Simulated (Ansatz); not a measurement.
Molecular dynamics of Cl₂H₅NOSi₂

input.yaml

```yaml
crystal:
  periodic: [false, false, false]
  atoms:
    - { symbol: Si, position_ang: [-0.028046, -0.117529, 0.147431] }
    - { symbol: "N", position_ang: [-0.182068, 0.091653, 1.858289] }
    - { symbol: H, position_ang: [-0.37515, 1.068934, 2.155437] }
    - { symbol: H, position_ang: [0.624774, -0.251902, 2.418285] }
    - { symbol: Cl, position_ang: [1.89066, 0.301355, -0.614381] }
    - { symbol: Cl, position_ang: [-1.377023, 1.273209, -0.6798] }
    - { symbol: O, position_ang: [-0.336501, -1.657228, -0.34028] }
    - { symbol: Si, position_ang: [-1.609322, -2.54969, 0.371455] }
    - { symbol: H, position_ang: [-1.238551, -2.970958, 1.70522] }
    - { symbol: H, position_ang: [-2.829588, -1.773549, 0.425628] }
    - { symbol: H, position_ang: [-1.784286, -3.702896, -0.478685] }
basis:
  gaussian: { orbitals: STO-3G }
hamiltonian:
  xc: pbe0
md:
  timestep: 0.25
  n_steps: 166
  ensemble: nvt_nose_hoover
  temperature: 300.0
  initial_velocities: maxwell_boltzmann
  seed: 644572
```

Run as:

```bash
$ ansatz run input.yaml --threads 1 --pin off --max-ram 2048MiB --backend cpu --events-out ev --progress --plain --runs-dir out
```

It starts from a relaxed structure.

Output, in part (one step line in 2, the closing report, with atoms numbered from 0):

```
md step     0: t =     0.00 fs  T =   300.0 K  F+E_penalty+E_count = -43902.90879084 eV  E_kin = 0.349002 eV  conserved = -43902.55978885 eV  (21 SCF iters)
md step     2: t =     0.50 fs  T =   289.2 K  F+E_penalty+E_count = -43902.89615388 eV  E_kin = 0.336449 eV  conserved = -43902.55970482 eV  (20 SCF iters)
md step     4: t =     1.00 fs  T =   261.1 K  F+E_penalty+E_count = -43902.86322065 eV  E_kin = 0.303701 eV  conserved = -43902.55952070 eV  (21 SCF iters)
md step     6: t =     1.50 fs  T =   225.2 K  F+E_penalty+E_count = -43902.82132754 eV  E_kin = 0.262022 eV  conserved = -43902.55930885 eV  (21 SCF iters)
md step     8: t =     2.00 fs  T =   193.0 K  F+E_penalty+E_count = -43902.78369918 eV  E_kin = 0.224571 eV  conserved = -43902.55913636 eV  (21 SCF iters)
md step    10: t =     2.50 fs  T =   173.7 K  F+E_penalty+E_count = -43902.76115549 eV  E_kin = 0.202118 eV  conserved = -43902.55905408 eV  (21 SCF iters)
md step    12: t =     3.00 fs  T =   171.7 K  F+E_penalty+E_count = -43902.75884285 eV  E_kin = 0.199783 eV  conserved = -43902.55908828 eV  (21 SCF iters)
md step    14: t =     3.50 fs  T =   185.2 K  F+E_penalty+E_count = -43902.77460805 eV  E_kin = 0.215422 eV  conserved = -43902.55923141 eV  (21 SCF iters)
md step    16: t =     4.00 fs  T =   206.5 K  F+E_penalty+E_count = -43902.79956346 eV  E_kin = 0.240194 eV  conserved = -43902.55943708 eV  (21 SCF iters)
md step    18: t =     4.50 fs  T =   224.8 K  F+E_penalty+E_count = -43902.82109841 eV  E_kin = 0.261570 eV  conserved = -43902.55962567 eV  (21 SCF iters)
md step    20: t =     5.00 fs  T =   230.6 K  F+E_penalty+E_count = -43902.82787146 eV  E_kin = 0.268294 eV  conserved = -43902.55970872 eV  (22 SCF iters)
md step    22: t =     5.50 fs  T =   219.8 K  F+E_penalty+E_count = -43902.81515771 eV  E_kin = 0.255691 eV  conserved = -43902.55963491 eV  (21 SCF iters)
md step    24: t =     6.00 fs  T =   196.4 K  F+E_penalty+E_count = -43902.78773736 eV  E_kin = 0.228505 eV  conserved = -43902.55943762 eV  (21 SCF iters)
md step    26: t =     6.50 fs  T =   170.7 K  F+E_penalty+E_count = -43902.75761736 eV  E_kin = 0.198621 eV  conserved = -43902.55923838 eV  (21 SCF iters)
md step    28: t =     7.00 fs  T =   152.9 K  F+E_penalty+E_count = -43902.73678933 eV  E_kin = 0.177903 eV  conserved = -43902.55916364 eV  (21 SCF iters)
md step    30: t =     7.50 fs  T =   146.9 K  F+E_penalty+E_count = -43902.72979372 eV  E_kin = 0.170866 eV  conserved = -43902.55924302 eV  (20 SCF iters)
md step    32: t =     8.00 fs  T =   148.7 K  F+E_penalty+E_count = -43902.73196598 eV  E_kin = 0.172933 eV  conserved = -43902.55939022 eV  (20 SCF iters)
md step    34: t =     8.50 fs  T =   150.6 K  F+E_penalty+E_count = -43902.73432814 eV  E_kin = 0.175240 eV  conserved = -43902.55949144 eV  (20 SCF iters)
md step    36: t =     9.00 fs  T =   147.3 K  F+E_penalty+E_count = -43902.73034467 eV  E_kin = 0.171307 eV  conserved = -43902.55949185 eV  (20 SCF iters)
md step    38: t =     9.50 fs  T =   138.0 K  F+E_penalty+E_count = -43902.71949408 eV  E_kin = 0.160593 eV  conserved = -43902.55940824 eV  (20 SCF iters)
md step    40: t =    10.00 fs  T =   127.0 K  F+E_penalty+E_count = -43902.70650066 eV  E_kin = 0.147766 eV  conserved = -43902.55929545 eV  (20 SCF iters)
md step    42: t =    10.50 fs  T =   119.9 K  F+E_penalty+E_count = -43902.69810531 eV  E_kin = 0.139511 eV  conserved = -43902.55920881 eV  (22 SCF iters)
md step    44: t =    11.00 fs  T =   121.3 K  F+E_penalty+E_count = -43902.69963877 eV  E_kin = 0.141126 eV  conserved = -43902.55918344 eV  (20 SCF iters)
md step    46: t =    11.50 fs  T =   132.5 K  F+E_penalty+E_count = -43902.71268530 eV  E_kin = 0.154187 eV  conserved = -43902.55923258 eV  (20 SCF iters)
md step    48: t =    12.00 fs  T =   151.0 K  F+E_penalty+E_count = -43902.73420767 eV  E_kin = 0.175672 eV  conserved = -43902.55934700 eV  (20 SCF iters)
md step    50: t =    12.50 fs  T =   170.7 K  F+E_penalty+E_count = -43902.75714023 eV  E_kin = 0.198547 eV  conserved = -43902.55949594 eV  (21 SCF iters)
md step    52: t =    13.00 fs  T =   183.8 K  F+E_penalty+E_count = -43902.77240695 eV  E_kin = 0.213787 eV  conserved = -43902.55962770 eV  (21 SCF iters)
md step    54: t =    13.50 fs  T =   183.7 K  F+E_penalty+E_count = -43902.77224152 eV  E_kin = 0.213686 eV  conserved = -43902.55967766 eV  (21 SCF iters)
md step    56: t =    14.00 fs  T =   168.3 K  F+E_penalty+E_count = -43902.75417674 eV  E_kin = 0.195817 eV  conserved = -43902.55959412 eV  (21 SCF iters)
md step    58: t =    14.50 fs  T =   142.7 K  F+E_penalty+E_count = -43902.72401144 eV  E_kin = 0.165968 eV  conserved = -43902.55938210 eV  (20 SCF iters)
md step    60: t =    15.00 fs  T =   118.2 K  F+E_penalty+E_count = -43902.69516948 eV  E_kin = 0.137464 eV  conserved = -43902.55913433 eV  (20 SCF iters)
md step    62: t =    15.50 fs  T =   107.8 K  F+E_penalty+E_count = -43902.68288360 eV  E_kin = 0.125399 eV  conserved = -43902.55899560 eV  (20 SCF iters)
md step    64: t =    16.00 fs  T =   118.7 K  F+E_penalty+E_count = -43902.69551185 eV  E_kin = 0.138047 eV  conserved = -43902.55906199 eV  (23 SCF iters)
md step    66: t =    16.50 fs  T =   147.4 K  F+E_penalty+E_count = -43902.72901295 eV  E_kin = 0.171421 eV  conserved = -43902.55929537 eV  (20 SCF iters)
md step    68: t =    17.00 fs  T =   181.7 K  F+E_penalty+E_count = -43902.76910399 eV  E_kin = 0.211383 eV  conserved = -43902.55956145 eV  (20 SCF iters)
md step    70: t =    17.50 fs  T =   207.6 K  F+E_penalty+E_count = -43902.79925766 eV  E_kin = 0.241538 eV  conserved = -43902.55972846 eV  (20 SCF iters)
md step    72: t =    18.00 fs  T =   215.8 K  F+E_penalty+E_count = -43902.80860122 eV  E_kin = 0.251052 eV  conserved = -43902.55974511 eV  (21 SCF iters)
md step    74: t =    18.50 fs  T =   204.7 K  F+E_penalty+E_count = -43902.79542980 eV  E_kin = 0.238181 eV  conserved = -43902.55963357 eV  (20 SCF iters)
md step    76: t =    19.00 fs  T =   179.9 K  F+E_penalty+E_count = -43902.76612299 eV  E_kin = 0.209229 eV  conserved = -43902.55945524 eV  (20 SCF iters)
md step    78: t =    19.50 fs  T =   150.4 K  F+E_penalty+E_count = -43902.73147691 eV  E_kin = 0.174916 eV  conserved = -43902.55927681 eV  (20 SCF iters)
md step    80: t =    20.00 fs  T =   125.7 K  F+E_penalty+E_count = -43902.70251036 eV  E_kin = 0.146208 eV  conserved = -43902.55915199 eV  (21 SCF iters)
md step    82: t =    20.50 fs  T =   112.5 K  F+E_penalty+E_count = -43902.68699476 eV  E_kin = 0.130849 eV  conserved = -43902.55911358 eV  (20 SCF iters)
md step    84: t =    21.00 fs  T =   112.8 K  F+E_penalty+E_count = -43902.68731338 eV  E_kin = 0.131228 eV  conserved = -43902.55916986 eV  (20 SCF iters)
md step    86: t =    21.50 fs  T =   123.7 K  F+E_penalty+E_count = -43902.69998839 eV  E_kin = 0.143900 eV  conserved = -43902.55929937 eV  (20 SCF iters)
md step    88: t =    22.00 fs  T =   138.4 K  F+E_penalty+E_count = -43902.71713258 eV  E_kin = 0.161041 eV  conserved = -43902.55944910 eV  (20 SCF iters)
md step    90: t =    22.50 fs  T =   149.4 K  F+E_penalty+E_count = -43902.72979128 eV  E_kin = 0.173766 eV  conserved = -43902.55954814 eV  (20 SCF iters)
md step    92: t =    23.00 fs  T =   151.7 K  F+E_penalty+E_count = -43902.73228902 eV  E_kin = 0.176448 eV  conserved = -43902.55954114 eV  (20 SCF iters)
md step    94: t =    23.50 fs  T =   146.0 K  F+E_penalty+E_count = -43902.72544542 eV  E_kin = 0.169894 eV  conserved = -43902.55943173 eV  (20 SCF iters)
md step    96: t =    24.00 fs  T =   138.2 K  F+E_penalty+E_count = -43902.71606409 eV  E_kin = 0.160818 eV  conserved = -43902.55930222 eV  (20 SCF iters)
md step    98: t =    24.50 fs  T =   135.0 K  F+E_penalty+E_count = -43902.71204052 eV  E_kin = 0.157015 eV  conserved = -43902.55925469 eV  (20 SCF iters)
md step   100: t =    25.00 fs  T =   138.8 K  F+E_penalty+E_count = -43902.71634687 eV  E_kin = 0.161428 eV  conserved = -43902.55932567 eV  (20 SCF iters)
md step   102: t =    25.50 fs  T =   146.1 K  F+E_penalty+E_count = -43902.72484624 eV  E_kin = 0.169986 eV  conserved = -43902.55945716 eV  (20 SCF iters)
md step   104: t =    26.00 fs  T =   150.3 K  F+E_penalty+E_count = -43902.72963252 eV  E_kin = 0.174881 eV  conserved = -43902.55955191 eV  (21 SCF iters)
md step   106: t =    26.50 fs  T =   146.3 K  F+E_penalty+E_count = -43902.72477640 eV  E_kin = 0.170236 eV  conserved = -43902.55954902 eV  (21 SCF iters)
md step   108: t =    27.00 fs  T =   134.0 K  F+E_penalty+E_count = -43902.71014004 eV  E_kin = 0.155899 eV  conserved = -43902.55945108 eV  (21 SCF iters)
md step   110: t =    27.50 fs  T =   118.2 K  F+E_penalty+E_count = -43902.69136702 eV  E_kin = 0.137451 eV  conserved = -43902.55930980 eV  (21 SCF iters)
md step   112: t =    28.00 fs  T =   106.0 K  F+E_penalty+E_count = -43902.67689821 eV  E_kin = 0.123270 eV  conserved = -43902.55918949 eV  (21 SCF iters)
md step   114: t =    28.50 fs  T =   103.7 K  F+E_penalty+E_count = -43902.67407209 eV  E_kin = 0.120657 eV  conserved = -43902.55913672 eV  (21 SCF iters)
md step   116: t =    29.00 fs  T =   114.2 K  F+E_penalty+E_count = -43902.68610851 eV  E_kin = 0.132831 eV  conserved = -43902.55917062 eV  (20 SCF iters)
md step   118: t =    29.50 fs  T =   135.5 K  F+E_penalty+E_count = -43902.71083910 eV  E_kin = 0.157652 eV  conserved = -43902.55928147 eV  (21 SCF iters)
md step   120: t =    30.00 fs  T =   161.7 K  F+E_penalty+E_count = -43902.74123144 eV  E_kin = 0.188132 eV  conserved = -43902.55943917 eV  (20 SCF iters)
md step   122: t =    30.50 fs  T =   184.3 K  F+E_penalty+E_count = -43902.76737245 eV  E_kin = 0.214409 eV  conserved = -43902.55959520 eV  (21 SCF iters)
md step   124: t =    31.00 fs  T =   195.0 K  F+E_penalty+E_count = -43902.77958086 eV  E_kin = 0.226847 eV  conserved = -43902.55969045 eV  (20 SCF iters)
md step   126: t =    31.50 fs  T =   188.9 K  F+E_penalty+E_count = -43902.77213641 eV  E_kin = 0.219754 eV  conserved = -43902.55967262 eV  (20 SCF iters)
md step   128: t =    32.00 fs  T =   167.2 K  F+E_penalty+E_count = -43902.74644885 eV  E_kin = 0.194527 eV  conserved = -43902.55952589 eV  (20 SCF iters)
md step   130: t =    32.50 fs  T =   137.8 K  F+E_penalty+E_count = -43902.71173909 eV  E_kin = 0.160310 eV  conserved = -43902.55930523 eV  (20 SCF iters)
md step   132: t =    33.00 fs  T =   112.3 K  F+E_penalty+E_count = -43902.68170435 eV  E_kin = 0.130693 eV  conserved = -43902.55911345 eV  (20 SCF iters)
md step   134: t =    33.50 fs  T =   100.9 K  F+E_penalty+E_count = -43902.66814939 eV  E_kin = 0.117400 eV  conserved = -43902.55904662 eV  (21 SCF iters)
md step   136: t =    34.00 fs  T =   107.1 K  F+E_penalty+E_count = -43902.67526975 eV  E_kin = 0.124636 eV  conserved = -43902.55912625 eV  (21 SCF iters)
md step   138: t =    34.50 fs  T =   126.9 K  F+E_penalty+E_count = -43902.69823473 eV  E_kin = 0.147656 eV  conserved = -43902.55929686 eV  (21 SCF iters)
md step   140: t =    35.00 fs  T =   151.3 K  F+E_penalty+E_count = -43902.72644910 eV  E_kin = 0.175970 eV  conserved = -43902.55947063 eV  (21 SCF iters)
md step   142: t =    35.50 fs  T =   170.7 K  F+E_penalty+E_count = -43902.74888336 eV  E_kin = 0.198621 eV  conserved = -43902.55957827 eV  (21 SCF iters)
md step   144: t =    36.00 fs  T =   179.2 K  F+E_penalty+E_count = -43902.75843072 eV  E_kin = 0.208509 eV  conserved = -43902.55959395 eV  (21 SCF iters)
md step   146: t =    36.50 fs  T =   175.5 K  F+E_penalty+E_count = -43902.75368084 eV  E_kin = 0.204186 eV  conserved = -43902.55953399 eV  (21 SCF iters)
md step   148: t =    37.00 fs  T =   162.6 K  F+E_penalty+E_count = -43902.73816195 eV  E_kin = 0.189122 eV  conserved = -43902.55943146 eV  (21 SCF iters)
md step   150: t =    37.50 fs  T =   145.7 K  F+E_penalty+E_count = -43902.71814538 eV  E_kin = 0.169536 eV  conserved = -43902.55932765 eV  (21 SCF iters)
md step   152: t =    38.00 fs  T =   130.6 K  F+E_penalty+E_count = -43902.70016249 eV  E_kin = 0.151924 eV  conserved = -43902.55925251 eV  (21 SCF iters)
md step   154: t =    38.50 fs  T =   121.3 K  F+E_penalty+E_count = -43902.68901658 eV  E_kin = 0.141081 eV  conserved = -43902.55922377 eV  (21 SCF iters)
md step   156: t =    39.00 fs  T =   119.4 K  F+E_penalty+E_count = -43902.68657985 eV  E_kin = 0.138887 eV  conserved = -43902.55924720 eV  (20 SCF iters)
md step   158: t =    39.50 fs  T =   123.8 K  F+E_penalty+E_count = -43902.69151386 eV  E_kin = 0.144032 eV  conserved = -43902.55931008 eV  (20 SCF iters)
md step   160: t =    40.00 fs  T =   131.4 K  F+E_penalty+E_count = -43902.70008911 eV  E_kin = 0.152827 eV  conserved = -43902.55938262 eV  (20 SCF iters)
md step   162: t =    40.50 fs  T =   138.5 K  F+E_penalty+E_count = -43902.70807590 eV  E_kin = 0.161086 eV  conserved = -43902.55942628 eV  (20 SCF iters)
md step   164: t =    41.00 fs  T =   143.0 K  F+E_penalty+E_count = -43902.71305321 eV  E_kin = 0.166406 eV  conserved = -43902.55941669 eV  (20 SCF iters)
md step   166: t =    41.50 fs  T =   145.7 K  F+E_penalty+E_count = -43902.71577194 eV  E_kin = 0.169523 eV  conserved = -43902.55936540 eV  (22 SCF iters)
Total energy: -43902.71579135 eV, -1613.3950470024 hartree
Atom 0 at    -0.047726    -0.148125     0.089073 Å, force     0.092659     1.233957     2.058370 eV/Å
Atom 1 at    -0.187821     0.120995     1.820823 Å, force    -0.563355    -1.621157    -1.904336 eV/Å
Atom 2 at    -0.150105     1.085513     2.096399 Å, force     0.100851     1.730195     0.619960 eV/Å
Atom 3 at     0.446057    -0.432072     2.405333 Å, force     0.498403    -0.256241     0.423827 eV/Å
Atom 4 at     1.860624     0.313162    -0.622295 Å, force     0.365569     0.012475    -0.338195 eV/Å
Atom 5 at    -1.352886     1.329260    -0.646542 Å, force    -0.107318    -0.197270    -0.287622 eV/Å
Atom 6 at    -0.272337    -1.714643    -0.226675 Å, force    -0.190829    -0.769857    -0.472719 eV/Å
Atom 7 at    -1.617576    -2.578124     0.358868 Å, force     1.025181    -1.036598     0.390692 eV/Å
Atom 8 at    -1.561651    -2.752853     1.807233 Å, force     0.043257     0.102780    -0.328296 eV/Å
Atom 9 at    -2.789685    -1.887629     0.007066 Å, force    -1.068614     0.433192    -0.314356 eV/Å
Atom 10 at    -1.500117    -3.881509    -0.287305 Å, force    -0.195803     0.368524     0.152676 eV/Å
Dipole moment:    -0.212446    -0.562823     0.533876 e Å
```

The run went to its last step. The conserved energy stayed within 0.073 meV per atom of its start (net change 0.039 meV per atom), so the integration is sound. The mean temperature of the second half is 53 % below the set value. A run of 0.042 ps of so small a system gives no equilibrium averages. Limits of this set-up: minimal basis.

The same pairs are bonded in the first frame and the last. Pairs count as bonded within 1.25 times the sum of covalent radii (0.12 Å more for H–H).

Last frame:

```xyz
11
Properties=species:S:1:pos:R:3
Si -0.048 -0.148 0.089
N -0.188 0.121 1.821
H -0.150 1.085 2.096
H 0.446 -0.432 2.405
Cl 1.861 0.313 -0.622
Cl -1.353 1.329 -0.646
O -0.272 -1.715 -0.227
Si -1.618 -2.578 0.359
H -1.562 -2.753 1.807
H -2.790 -1.888 0.007
H -1.500 -3.881 -0.287
```

Run time: 8.6 min on 1 thread of Arm Neoverse V2 (shared host), peak memory 0.14 GiB.
